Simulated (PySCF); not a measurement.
Job file and geometry (Å, from GFN2-xTB) of an NMR shielding run on SMILES [NH3+][Al@@H-]([Cl])[CH]1CC1, C3H9AlClN, PySCF 2.14.0, density-fitted response routines, GIAO PBE0/pcSseg-1 NMR shielding, non-relativistic, gas phase; density fitting, a coarse starting grid and PySCF grid level 2 are the driver's defaults:

```
$ OMP_NUM_THREADS=1 python probes_run.py task.json out

{"job": {"kind": "nmr", "xc": "PBE0", "basis": "pcSseg-1"}, "charge": 0, "multiplicity": 1}
N      2.096843    -0.688058     0.201918
Al     0.792158     0.931651     0.468515
Cl     2.071307     2.506015     0.229024
C     -0.634781     0.409935    -0.811396
C     -1.981980     0.523705    -0.126416
C     -1.357929    -0.813643    -0.287630
H      2.872332    -0.635805     0.858086
H      2.478621    -0.706258    -0.741641
H      1.599903    -1.559513     0.361453
H      0.393140     0.609188     1.933448
H     -0.706289     0.516897    -1.893525
H     -2.003405     0.939749     0.874826
H     -2.855400     0.767360    -0.714406
H     -0.971317    -1.281058     0.612126
H     -1.797618    -1.512176    -0.986295
```

**Question.** Write the output of this run.

**Answer.** 
```
coarse grid: 13152 points
cycle   1  E = -876.5727624739  dE =  5.302e-01  |g| = 4.663e-01  |ddm| = 3.321e+00
cycle   2  E = -876.5664125664  dE =  6.350e-03  |g| = 5.245e-01  |ddm| = 9.643e-01
cycle   3  E = -876.6339024464  dE = -6.749e-02  |g| = 5.542e-02  |ddm| = 5.071e-01
cycle   4  E = -876.6345775244  dE = -6.751e-04  |g| = 2.220e-02  |ddm| = 7.625e-02
cycle   5  E = -876.6346800916  dE = -1.026e-04  |g| = 4.220e-03  |ddm| = 2.523e-02
cycle   6  E = -876.6346835350  dE = -3.443e-06  |g| = 1.959e-03  |ddm| = 5.547e-03
final grid: 116600 points
cycle   7  E = -876.6639682570  dE = -2.979e-05  |g| = 9.921e-03  |ddm| = 2.443e-02
cycle   8  E = -876.6639561575  dE =  1.210e-05  |g| = 1.228e-02  |ddm| = 1.674e-02
cycle   9  E = -876.6639903517  dE = -3.419e-05  |g| = 5.085e-04  |ddm| = 9.257e-03
cycle  10  E = -876.6639903866  dE = -3.482e-08  |g| = 1.406e-04  |ddm| = 5.841e-04
cycle  11  E = -876.6639903907  dE = -4.121e-09  |g| = 4.511e-05  |ddm| = 1.768e-04
cycle  12  E = -876.6639903911  dE = -4.493e-10  |g| = 1.251e-05  |ddm| = 5.252e-05
converged SCF energy = -876.6639903911

GIAO shielding tensors (ppm)
atom      isotropic    diamagn.    paramagn.     s11        s22        s33       span
  0 N      230.322     317.149     -86.827    224.495    228.736    237.734     13.239
  1 Al     420.283     795.446    -375.164    351.867    435.707    473.275    121.408
  2 Cl     985.160    1149.363    -164.203    929.596    975.539   1050.344    120.748
  3 C      197.276     252.301     -55.025    161.193    192.950    237.686     76.494
  4 C      186.241     253.686     -67.445    159.820    177.685    221.219     61.398
  5 C      188.605     251.640     -63.034    162.877    180.443    222.495     59.618
  6 H       29.826      28.303       1.524     23.641     25.799     40.040     16.399
  7 H       29.655      29.811      -0.156     24.856     25.731     38.377     13.521
  8 H       29.512      31.277      -1.765     22.165     27.445     38.927     16.762
  9 H       28.567      30.776      -2.209     24.934     27.447     33.320      8.386
 10 H       32.618      32.160       0.458     25.919     28.074     43.860     17.940
 11 H       31.533      31.718      -0.185     24.711     29.268     40.620     15.910
 12 H       31.152      30.748       0.404     24.968     26.441     42.047     17.079
 13 H       32.158      32.682      -0.524     25.875     29.898     40.702     14.826
 14 H       31.314      31.007       0.306     25.261     26.705     41.975     16.713
```

Size and cost of the density-fitted run: 161 basis functions, 18 s wall time on 1 thread of an Arm Neoverse V2, shared host; peak memory 0.74 GiB.
